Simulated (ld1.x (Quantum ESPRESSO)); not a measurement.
**What one change does to a pseudopotential (selenium (Se), TM)**

Se (Z = 34), norm-conserving Troullier–Martins (Kleinman–Bylander form), made with ld1.x (Quantum ESPRESSO) 7.5 (PBEsol, scalar-relativistic). Core [Ar], reference 3d10 4s1.5 4p4.5. Waves: 4s (bound): rc 1.45 bohr; 4p (bound): rc 1.45 bohr; 3d (bound): rc 1.20 bohr. Local part: the d channel. Core correction: a·sin(br)/r model core inside 0.95 bohr.

Change: wave 3d (bound): rc 1.20 bohr becomes 3d (bound): rc 1.10 bohr.

Cutoffs: the cutoffs (Ry, on a coarse ladder) from which the occupation-weighted sum of valence levels, in a spherical-Bessel basis at the reference potential, stays within 10 and 1 mRy of its value at 400 Ry; they do not see the model core or the augmentation charge, which bear on the density cutoff. Errors are all-electron minus pseudo energies relative to the spin-unpolarised reference configuration.

Task: How do hardness, ghosts and transferability respond?

Result: Both files keep a bound ghost (p, s); of the 7 tests that both files solve, the error grows in 2 and shrinks in 1 by more than 15 % and 0.3 meV (median size 1.1 → 1.8 meV).

| quantity | base | changed |
| --- | --- | --- |
| cutoff, loose | 230 Ry | 260 Ry |
| cutoff, tight | over 300 Ry | over 300 Ry |
| loose cutoff by channel (10 mRy a level) | s 30 Ry, p 8 Ry, d 180 Ry | s 30 Ry, p 45 Ry, d 200 Ry |
| bound ghosts | s, p | s, p |
| error for 3d10 4s2 4p4, meV [ΔE -5.42 eV] | +0.3 | +0.4 |
| error for 3d10 4s2 4p3, meV [ΔE 5.43 eV] | -1.1 | -0.9 |
| error for 3d10 4s2 4p2, meV [ΔE 25.80 eV] | +0.4 | +1.8 |
| error for 3d10 4s2 4p0, meV [ΔE 98.91 eV] | +24 | +29 |
| error for 3d9 4s2 4p5, meV [ΔE 46.25 eV] | -552 | -610 |
| error for 3d10 4s1 4p4, meV [ΔE 16.97 eV] | -0.5 | +0.4 |
| error for 3d10 4s0 4p6, meV [ΔE 16.56 eV] | -3.4 | -2.7 |
| s: phases at 1.60 bohr within 0.05 rad from the reference energy up to (Ry; the scan ends near 5) | 4.0 | 3.3 |
| p: phases at 1.60 bohr within 0.05 rad from the reference energy up to (Ry; the scan ends near 5) | to the end of the scan | to the end of the scan |
| d: phases at 1.60 bohr within 0.05 rad from the reference energy up to (Ry; the scan ends near 5) | 0.3 | 0.7 |

 A true bound ghost makes a file unfit for plane-wave use even where its test errors are small: the radial tests pick states by their node count and pass the ghost by.
